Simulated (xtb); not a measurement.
Se (SMILES [Se+]), charge +1, quartet; GFN2-xTB run with xtb.

xtb was given this input:
```
$ xtb mol.xyz --gfn 2 --chrg 1 --uhf 3 --opt --json

# file mol.xyz
1

Se     0.00000000     0.00000000     0.00000000
```

The log (banner, timings and long lists left out):

```
   ID    Z sym.   atoms
    1   34 Se     1

           -------------------------------------------------
          |                Calculation Setup                |
           -------------------------------------------------

           -------------------------------------------------
          |                 G F N 2 - x T B                 |
           -------------------------------------------------

          ...................................................
          :                      SETUP                      :
          :.................................................:
          :  # basis functions                  10          :
          :  # atomic orbitals                   9          :
          :  # shells                            3          :
          :  # electrons                         5          :
          :  max. iterations                   250          :
          :  Hamiltonian                  GFN2-xTB          :
          :  restarted?                      false          :
          :  GBSA solvation                  false          :
          :  PC potential                    false          :
          :  electronic temp.          300.0000000     K    :
          :  accuracy                    1.0000000          :
          :  -> integral cutoff          0.2500000E+02      :
          :  -> integral neglect         0.1000000E-07      :
          :  -> SCF convergence          0.1000000E-05 Eh   :
          :  -> wf. convergence          0.1000000E-03 e    :
          :  Broyden damping             0.4000000          :
          :  net charge                          1          :
          :  unpaired electrons                  3          :
          ...................................................

 iter      E             dE          RMSdq      gap      omega  full diag
   1     -2.5690782 -0.256908E+01  0.471E+00   12.53      12.5  T
   2     -2.5690782  0.000000E+00  0.377E+00   12.65      12.6  T
   3     -2.5690782  0.000000E+00  0.290E+00   12.77      12.8  T
   4     -2.5690782  0.000000E+00  0.232E+00   12.85      12.8  T
   5     -2.5690782  0.000000E+00  0.186E+00   12.92      12.9  T
   6     -2.5690782  0.000000E+00  0.149E+00   12.98      13.0  T
   7     -2.5690782  0.000000E+00  0.119E+00   13.02      13.0  T
   8     -2.5690782  0.000000E+00  0.952E-01   13.06      13.1  T
   9     -2.5690782  0.000000E+00  0.761E-01   13.09      13.1  T
  10     -2.5690782  0.000000E+00  0.609E-01   13.12      13.1  T
  11     -2.5690782  0.000000E+00  0.487E-01   13.14      13.1  T
  12     -2.5690782  0.000000E+00  0.390E-01   13.16      13.2  T
  13     -2.5690782  0.000000E+00  0.312E-01   13.17      13.2  T
  14     -2.5690782  0.000000E+00  0.249E-01   13.18      13.2  T
  15     -2.5690782  0.000000E+00  0.200E-01   13.19      13.2  T
  16     -2.5690782  0.000000E+00  0.160E-01   13.20      13.2  T
  17     -2.5690782  0.000000E+00  0.128E-01   13.20      13.2  T
  18     -2.5690782  0.000000E+00  0.102E-01   13.21      13.2  T
  19     -2.5690782  0.000000E+00  0.817E-02   13.21      13.2  T
  20     -2.5690782  0.000000E+00  0.654E-02   13.21      13.2  T
  21     -2.5690782  0.000000E+00  0.523E-02   13.21      13.2  T
  22     -2.5690782  0.000000E+00  0.418E-02   13.22      13.2  T
  23     -2.5690782  0.000000E+00  0.335E-02   13.22      13.2  T
  24     -2.5690782  0.000000E+00  0.268E-02   13.22      13.2  T
  25     -2.5690782  0.000000E+00  0.214E-02   13.22      13.2  T
  26     -2.5690782  0.000000E+00  0.171E-02   13.22      13.2  T
  27     -2.5690782  0.000000E+00  0.137E-02   13.22      13.2  T
  28     -2.5690782  0.000000E+00  0.110E-02   13.22      13.2  T
  29     -2.5690782  0.000000E+00  0.878E-03   13.22      13.2  T
  30     -2.5690782  0.000000E+00  0.702E-03   13.22      13.2  T
  31     -2.5690782  0.000000E+00  0.562E-03   13.22      13.2  T
  32     -2.5690782  0.000000E+00  0.449E-03   13.22      13.2  T
[...]
         :: total energy              -2.569078241392 Eh    ::
[...]
   2     -2.5690782  0.000000E+00  0.482E-04   13.22      13.2  T
   3     -2.5690782  0.000000E+00  0.372E-04   13.22      13.2  T

   *** convergence criteria satisfied after 3 iterations ***

         :::::::::::::::::::::::::::::::::::::::::::::::::::::
         ::                     SUMMARY                     ::
         :::::::::::::::::::::::::::::::::::::::::::::::::::::
         :: total energy              -2.569078241392 Eh    ::
         :: gradient norm              0.000000000000 Eh/a0 ::
         :: HOMO-LUMO gap             13.224038264451 eV    ::
         ::.................................................::
         :: SCC energy                -2.569078241392 Eh    ::
         :: -> isotropic ES            0.146765177244 Eh    ::
         :: -> anisotropic ES          0.000000000000 Eh    ::
         :: -> anisotropic XC          0.000000000000 Eh    ::
         :: -> dispersion              0.000000000000 Eh    ::
         :: repulsion energy           0.000000000000 Eh    ::
         :: add. restraining           0.000000000000 Eh    ::
         :: total charge               1.000000000000 e     ::
         :::::::::::::::::::::::::::::::::::::::::::::::::::::

           -------------------------------------------------
          |                Property Printout                |
           -------------------------------------------------

    * Orbital Energies and Occupations

         #    Occupation            Energy/Eh            Energy/eV
      -------------------------------------------------------------
         1        2.0000           -1.0055370             -27.3621
         2        1.0000           -0.7097208             -19.3125
         3        1.0000           -0.7097208             -19.3125
         4        1.0000           -0.7097208             -19.3125 (HOMO)
         5                         -0.2237464              -6.0884 (LUMO)
         6                         -0.2237464              -6.0884
         7                         -0.2237464              -6.0884
         8                         -0.2237464              -6.0884
         9                         -0.2237464              -6.0884
      -------------------------------------------------------------
                  HL-Gap            0.4859745 Eh           13.2240 eV
             Fermi-level           -0.6621813 Eh          -18.0189 eV

     #   Z          covCN         q      C6AA      α(0)
     1  34 Se       0.000     1.000   186.785    23.989

 Mol. C6AA /au·bohr⁶  :        186.785196
 Mol. C8AA /au·bohr⁸  :      13290.175835
 Mol. α(0) /au        :         23.989494

Wiberg/Mayer (AO) data.
largest (>0.10) Wiberg bond orders for each atom

 ---------------------------------------------------------------------------
     #   Z sym  total        # sym  WBO       # sym  WBO       # sym  WBO
 ---------------------------------------------------------------------------
     1  34 Se   0.000
 ---------------------------------------------------------------------------

molecular dipole:
                 x           y           z       tot (Debye)
 q only:        0.000       0.000       0.000
   full:        0.000       0.000       0.000       0.000
molecular quadrupole (traceless):
                xx          xy          yy          xz          yz          zz
 q only:        0.000       0.000       0.000       0.000       0.000       0.000
  q+dip:        0.000       0.000       0.000       0.000       0.000       0.000
   full:        0.000       0.000       0.000       0.000       0.000       0.000

optimized geometry written to: xtbopt.xyz

           -------------------------------------------------
          | TOTAL ENERGY               -2.569078241392 Eh   |
          | GRADIENT NORM               0.000000000000 Eh/α |
          | HOMO-LUMO GAP              13.224038264451 eV   |
           -------------------------------------------------

normal termination of xtb
```
